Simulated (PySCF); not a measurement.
CH7FOSi2, SMILES C[SiH2]O[SiH2]F.

Geometry optimised at ωB97X-D3(BJ)/def2-SVP. This is a generated structure with no PubChem entry under its InChIKey; it may be hypothetical. One conformer was computed; it need not be the lowest.

Level of theory: PySCF with SMD-M06-2X/def2-SVP.

Solvation free energies are E(SMD) − E(gas) at the gas-phase geometry, for 1 M in both phases. In vacuum the dipole moment is 0.75 D.

Computed solvation free energies in water, chloroform, acetonitrile:
| solvent | ΔG(solv) (kcal/mol) | its non-electrostatic (CDS) part | dipole (D) |
|---|---|---|---|
| water | 1.6 | 4.2 | 0.92 |
| chloroform | -2.0 | -0.3 | 0.87 |
| acetonitrile | -1.7 | 0.5 | 0.92 |
